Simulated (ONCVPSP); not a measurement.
**u(r) = r·R(r): atom against pseudo-atom (Cd)**

Columns: radius, all-electron u(r) and pseudo u(r) of the 4p shell (level -85.82 eV) of cadmium in the configuration [Ar] 3d10 4s2 4p6 4d10; PBEsol, scalar-relativistic, ONCV scheme, ONCVPSP 4.0.1.

| r (bohr) | all-electron | pseudo |
| --- | --- | --- |
| 0.072 | 0.4130 | 0.0206 |
| 0.145 | -0.0801 | 0.0817 |
| 0.217 | -0.5541 | 0.1773 |
| 0.290 | -0.6120 | 0.3030 |
| 0.362 | -0.3597 | 0.4457 |
| 0.435 | 0.0258 | 0.5983 |
| 0.507 | 0.4059 | 0.7453 |
| 0.580 | 0.7243 | 0.8793 |
| 0.652 | 0.9503 | 0.9876 |
| 0.725 | 1.0916 | 1.0663 |
| 0.798 | 1.1580 | 1.1106 |
| 0.870 | 1.1660 | 1.1202 |
| 0.942 | 1.1335 | 1.0993 |
| 1.015 | 1.0731 | 1.0521 |
| 1.088 | 0.9961 | 0.9856 |
| 1.160 | 0.9120 | 0.9079 |
| 1.232 | 0.8254 | 0.8243 |
| 1.305 | 0.7391 | 0.7390 |
| 1.378 | 0.6568 | 0.6568 |
| 1.450 | 0.5812 | 0.5812 |
| 1.522 | 0.5116 | 0.5116 |
| 1.595 | 0.4477 | 0.4477 |
| 1.668 | 0.3902 | 0.3902 |
| 1.740 | 0.3397 | 0.3397 |
| 1.812 | 0.2950 | 0.2950 |
| 1.885 | 0.2551 | 0.2551 |

**Question.** How many radial nodes do the two functions have?

**Answer.** The all-electron 4p function has n − l − 1 = 2; the pseudo-wave has 0, since the states of the same l below it are removed with the core.

**Question.** At about which radius was the pseudo-wave matched?

**Answer.** 1.40 bohr. The columns agree to 0.0005 from 1.30 bohr on; several derivatives are matched, so the curves merge somewhat inside the radius.

**Question.** Is the pseudo-wave norm-conserving?

**Answer.** Yes: the ONCV scheme keeps the norm inside the radius equal to the all-electron one, which fixes the energy derivative of the logarithmic derivative at the level.
